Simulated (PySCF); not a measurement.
# Working out the ionisation energy of Mo

Mo [Kr] 4d5 5s1 (7S) → Mo⁺ [Kr] 4d5 (6S). All numbers are calculated (PySCF 2.14, scalar relativity through the core potential, in def2-SVP with the def2 core potential (28 electrons) (5s3p2d1f, 31 functions)). Frozen: 4s2 4p6. Energies in hartree (1 hartree = 27.21139 eV):

| part | Mo (lower) | Mo⁺ (upper) |
| --- | --- | --- |
| UHF | -67.545368 | -67.313806 |
| MP2 opposite-spin | 0.000000 | 0.000000 |
| MP2 same-spin | -0.052762 | -0.038157 |

Task: What does Hartree-Fock give?

Result: (-67.313806) − (-67.545368) = 0.231562 hartree = 6.301 eV.

Task: What do MP2 and SCS-MP2 (6/5 opposite-spin, 1/3 same-spin) give?

Result: The opposite-spin parts differ by 0.000 eV and the same-spin parts by 0.397 eV. MP2: 6.301 + (0.000) + (0.397) = 6.698 eV. SCS-MP2: 6.301 + 1.2 × (0.000) + (0.397)/3 = 6.433 eV.

Measured between the centres of the two terms (NIST): 7.092 eV, so MP2 (valence) is off by -0.394 eV.

A double-zeta basis recovers only part of the correlation energy.

What remains against the reference includes basis incompleteness, the frozen core and correlation beyond second order.
